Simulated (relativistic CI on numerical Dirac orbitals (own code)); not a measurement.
**Cu³⁺ in a cubic cluster: 3p photoemission with charge transfer**

Computed with a charge-transfer multiplet model of a cubic metal-ligand cluster with up to 2 ligand holes, Slater and spin-orbit integrals from Dirac-Coulomb-Breit ions, Slater integrals scaled by 0.7. The ground state mixes d8 with configurations of k ligand holes L, whose averages lie at kΔ + k(k − 1)U_dd/2; a core hole lowers each added d electron by U_cd. 20 K, Lorentzian 0.9 eV and Gaussian 0.8 eV FWHM.

Atomic integrals in eV (Slater integrals scaled, ζ unscaled), ground: F2dd 9.683, F4dd 6.042, zeta_d 0.110; with the core hole: F2dd 10.372, F4dd 6.504, zeta_d 0.118, zeta_core 1.767, F2cd 10.889, G1cd 13.374, G3cd 8.206.

Cluster parameters (eV): Δ = 2.3, U_dd = 6.6, 10Dq = 1.7, 10Dq(ligand) = 1, V(eg) = 2.5, V(t2g) = -1.22, final-state hopping factor = 0.9.

```csv
Case,n_d,d8,d9L,d10L2,S
U_cd = 6.3 eV,8.32,0.69,0.29,0.02,1.00
U_cd = 8.1 eV,8.32,0.69,0.29,0.02,1.00
U_cd = 8.7 eV,8.32,0.69,0.29,0.02,1.00
U_cd = 9.3 eV,8.32,0.69,0.29,0.02,1.00
U_cd = 9.9 eV,8.32,0.69,0.29,0.02,1.00
```

Weights, n_d and S are thermal averages at 20 K. Binding energies count from the first peak over 30 % of the highest in each spectrum, which can be another peak from case to case. The parameters are a model scan and need not match a compound or its usual spin state. Peaks in eV (height, largest 100):
- U_cd = 6.3 eV: 0.0 (100), 6.2 (41), 9.4 (17), 14.6 (18), 20.2 (5), 21.8 (6)
- U_cd = 8.1 eV: 0.0 (100), 6.4 (45), 13.0 (25), 18.7 (7), 21.5 (7), 23.1 (8)
- U_cd = 8.7 eV: 0.0 (100), 6.6 (46), 13.2 (32), 19.2 (7), 22.1 (8), 23.6 (8)
- U_cd = 9.3 eV: 0.0 (100), 6.9 (47), 13.4 (37), 16.4 (9), 19.8 (8), 22.6 (9), 24.2 (9)
- U_cd = 9.9 eV: 0.0 (100), 2.1 (44), 7.6 (52), 13.6 (40), 17.1 (10), 20.4 (9), 23.2 (10), 24.8 (10)

Curve for U_cd = 9.9 eV (points under 2 left out, the grid thinned):

```
E (eV)  Intensity
  -3.4        3.4
  -2.7        5.2
  -2.0        9.1
  -1.3       21.5
  -0.7       57.2
   0.0      100.0
   0.7       68.8
   1.4       46.0
   2.1       43.9
   2.8       37.8
   3.4       26.4
   4.1       18.3
   4.8       18.0
   5.5       23.3
   6.2       34.1
   6.9       44.7
   7.5       52.1
   8.2       45.6
   8.9       33.1
   9.6       27.2
  10.3       20.8
  11.0       15.9
  11.6       15.1
  12.3       20.2
  13.0       32.1
  13.7       40.4
  14.4       30.0
  15.1       16.6
  15.8        9.1
  16.4        8.1
  17.1        9.6
  17.8        7.2
  18.5        5.0
  19.2        6.6
  19.9        8.9
  20.5        9.3
  21.2        7.4
  21.9        6.0
  22.6        7.9
  23.3        9.6
  24.0        7.5
  24.6        9.3
  25.3        7.5
  26.0        4.1
  26.7        2.0
```

For the case U_cd = 8.1 eV, Δ = 2.3 eV is smaller than U_dd = 6.6 eV, the charge-transfer side of the Zaanen-Sawatzky-Allen scheme. With the core hole the configuration with one ligand hole lies at Δ − U_cd = -4.0, -5.8, -6.4, -7.0, -7.6 eV from the one without, in the order of the table; where this is negative the screened configuration lies lower.
